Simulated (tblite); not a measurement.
Species: C7H11BN2.
Geometry (GFN2-xTB, Å), atoms numbered from 1 in this order:
```
atom  x, y, z in Å
C1    -3.5364    1.3192   -0.2384
C2    -2.3351    0.6087    0.0649
N3    -1.3678    0.0431    0.3200
B4    -0.0997   -0.6560    0.5869
C5    -0.3733   -2.2496    0.3724
C6     0.9578   -0.0256   -0.5439
C7     2.3428   -0.3152   -0.1455
C8     3.1880    0.5760    0.3907
C9     2.8483    1.9243    0.5751
N10    2.5875    3.0341    0.7240
H11   -4.3501    0.9554    0.3893
H12   -3.7987    1.1732   -1.2864
H13   -3.3884    2.3830   -0.0508
H14    0.2015   -0.3633    1.7016
H15    0.5297   -2.8188    0.5747
H16   -1.1438   -2.6230    1.0442
H17   -0.6852   -2.4816   -0.6446
H18    0.8119    1.0530   -0.6218
H19    0.7444   -0.4833   -1.5106
H20    2.6720   -1.3403   -0.2567
H21    4.1859    0.3035    0.7090
```

Computed with GFN2-xTB (tblite): harmonic, unscaled wavenumbers at the GFN2-xTB geometry, gas phase. The method is semi-empirical: single wavenumbers can be off by several per cent or more. Modes of hydrogen on boron can be 10 to 20 % off. One conformer, not necessarily the lowest. The optimisation stopped once no atom felt more than 0.01 eV/Å.

Lowest wavenumbers of the output (negative numbers stand for imaginary wavenumbers):
```
mode    cm-1
  1     -24.6
  2      13.9
  3      38.2
  4      65.2
  5      91.1
  6     140.1
  7     149.6
  8     171.9
```

Task: Is this structure a minimum?

Result: Not by this Hessian. 1 mode is imaginary beyond 20i (25i cm⁻¹), so at this level the point lies at or near a first-order saddle. The curvature is small, so loose convergence or finite differences may be the whole cause.

Task: Which atoms move in the imaginary mode?

Result: 25i: H11 (methyl hydrogen) 34 %, H13 (methyl hydrogen) 33 %, H12 (methyl hydrogen) 33 %. These are shares of the mass-weighted motion.

Task: What is the remedy?

Result: Step along that mode in both directions, optimise again with tighter thresholds and repeat the frequencies. The zero-point energy of this point (103.1 kcal/mol) counts the 56 real modes alone, and thermal corrections from it aren't those of a minimum.
